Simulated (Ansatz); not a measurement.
Molecule: hept-1-ene, C₇H₁₄, charge 0, multiplicity 1. 
Geometry from a B3LYP-D3(BJ)/def2-TZVP (Ansatz, a program for electronic structure) optimisation:
```
C
H 1 1.0944
H 1 1.0954 2 106.17
C 1 1.5257 2 109.68 3 -118.11
H 4 1.0959 1 109.30 2 -64.23
H 4 1.0960 5 106.02 1 117.73
C 4 1.5266 5 109.22 6 117.61
H 7 1.0948 4 109.15 5 64.57
H 7 1.0949 8 106.08 4 -117.49
C 7 1.5260 8 109.56 9 -118.19
H 10 1.0915 7 111.53 8 58.03
H 10 1.0927 11 107.74 7 122.12
H 10 1.0928 11 107.74 12 115.74
C 1 1.5331 2 108.96 3 117.56
H 14 1.0938 1 109.70 2 62.95
H 14 1.0966 15 106.66 1 -117.32
C 14 1.4966 15 109.67 16 -118.23
C 17 1.3268 14 125.33 15 -4.04
H 18 1.0825 17 121.76 14 -179.29
H 18 1.0846 19 116.82 17 179.82
H 17 1.0879 18 118.90 19 -0.38
```

Quantity: atomisation energy (electronic, to ground-state atoms), in kcal/mol. Valence correlation only, unless marked. Open shells are spin-unrestricted. Spin-orbit coupling is left out. No relativistic terms. The coupled-cluster limit lacks core correlation, which all-electron functionals hold. CBS marks a two-point X^-3 extrapolation of the correlation energy; Hartree-Fock from the larger set. The bracket is a focal-point correction in the basis named.

```tsv
level	program	atomisation energy (kcal/mol)
r2SCANh-D4/def2-TZVPD	Ansatz + dftd4	2032.3
HSE06-D4/def2-TZVPD	Ansatz + dftd4	2053.0
```

What does RI-MP2/CBS(aug-cc-pVTZ,aug-cc-pVQZ)+[CCSD(T)-MP2]/aug-cc-pVTZ (Ansatz) give?

2036.8 kcal/mol
